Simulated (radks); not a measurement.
The numbers below are computed, except where a source is named.
Species: the hafnium ion Hf29+. Configuration: [Kr] 4d7 (the NIST ground configuration). Code: a radial shooting solver on a logarithmic mesh with Libxc functionals. Model: non-relativistic Kohn-Sham, LDA (Slater exchange, Perdew-Wang correlation), spin-unpolarised, spherical densities, point nucleus; relativity is left out, which matters for an element this heavy.

X-ray form factor f0, the Fourier transform of the density (f0(0) = 43):

sin(theta)/lambda (1/angstrom)  f0 (electrons)
0.05                                    42.916
0.1                                     42.666
0.15                                    42.255
0.2                                     41.691
0.25                                    40.984
0.3                                     40.148
0.4                                     38.147
0.5                                     35.824
0.6                                     33.322
0.8                                     28.301
1                                       23.887
1.25                                    19.709
1.5                                     16.857
2                                       13.140
